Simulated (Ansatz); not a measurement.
The cluster Al7F6. The state is a doublet with charge 0. Geometry PBE-D4/def2-SVP; atoms count from 1.

Cartesian coordinates in Å:
```
Al -1.1825 2.4207 0.3108
Al 0.3067 1.1010 2.1852
Al 0.8201 -2.7271 -1.1501
Al -0.0472 0.2795 -0.9655
Al -1.2827 -1.4512 1.5280
Al -2.6918 0.0012 -0.3096
Al 2.9741 0.7193 -0.2566
F -2.8872 1.6514 0.5921
F 1.9386 1.3024 1.3357
F -0.5123 -2.6230 0.3205
F -0.1168 -1.1528 -2.0644
F 1.3931 1.2616 -1.4395
F 1.2879 -0.7830 -0.0865
```

The structure comes from a short search, and lower isomers may exist.

Q: Estimate the Mulliken populations from the PBE0/def2-SVP orbitals of Ansatz.

A: 
| atom | charge (e) | spin (α − β) |
| --- | --- | --- |
| Al1 | 0.27 | 0.20 |
| Al2 | 0.31 | 0.23 |
| Al3 | 0.52 | 0.00 |
| Al4 | 0.43 | 0.13 |
| Al5 | 0.31 | 0.22 |
| Al6 | 0.27 | 0.20 |
| Al7 | 0.52 | 0.00 |
| F8 | -0.41 | 0.02 |
| F9 | -0.45 | 0.00 |
| F10 | -0.45 | 0.00 |
| F11 | -0.42 | 0.00 |
| F12 | -0.42 | 0.00 |
| F13 | -0.48 | 0.00 |
Mulliken values depend strongly on the basis.

Q: Where does the spin sit?

A: Summed by element: Al 0.97, F 0.03, of 1 unpaired in all. Largest on single atoms: Al2 0.23, Al5 0.22, Al6 0.20.

Q: And the Mayer bond orders between heavy atoms (over 0.3)?

A: Al1–Al2 0.64 (2.73 Å); Al1–Al4 0.52 (2.74 Å); Al1–F8 0.47 (1.89 Å); Al2–Al5 0.44 (3.08 Å); Al2–F9 0.52 (1.85 Å); Al3–F10 0.34 (1.99 Å); Al3–F11 0.33 (2.05 Å); Al4–Al6 0.52 (2.74 Å); Al4–F11 0.61 (1.81 Å); Al4–F12 0.61 (1.81 Å); Al4–F13 0.41 (1.92 Å); Al5–Al6 0.64 (2.73 Å); Al5–F10 0.52 (1.85 Å); Al6–F8 0.47 (1.89 Å); Al7–F9 0.34 (1.99 Å); Al7–F12 0.33 (2.05 Å).
